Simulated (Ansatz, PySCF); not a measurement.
CH₄BrFOSi, SMILES [Si](F)(C)(Br)O.

Coordinates come from a PBE-D3(BJ)/def2-SVP optimisation. Other conformers were not sampled.

Vertical ionisation energy (IE) and electron affinity (EA) in eV. Rows of orbital energies are one-electron estimates. Where ΔSCF, EOM or ADC give a negative EA the extra electron is unbound and the value depends on the basis.

| level | IE | EA |
|---|---|---|
| −ε(HOMO), −ε(LUMO), M06-2X/def2-TZVP (PySCF) | 9.95 | -1.08 |
| −ε(HOMO), −ε(LUMO), PBE/def2-TZVP (PySCF) | 7.30 | 0.57 |
| ΔSCF, CAM-B3LYP/def2-SVPD (Ansatz), final states of multiplicity 2 and 2 | 11.22 | -1.06 |
| ΔSCF, PBE/def2-SVPD (Ansatz), final states of multiplicity 2 and 2 | 10.62 | -0.77 |

Task: What vertical singlet–triplet gap does ΔSCF give with CAM-B3LYP/def2-SVPD (Ansatz, a quantum-chemistry and plane-wave program) and with PBE/def2-SVPD (Ansatz)? (Estimate from the structure and the level; the computed values follow.)

Result: 7.21 and 6.61 eV (triplet above singlet where positive).
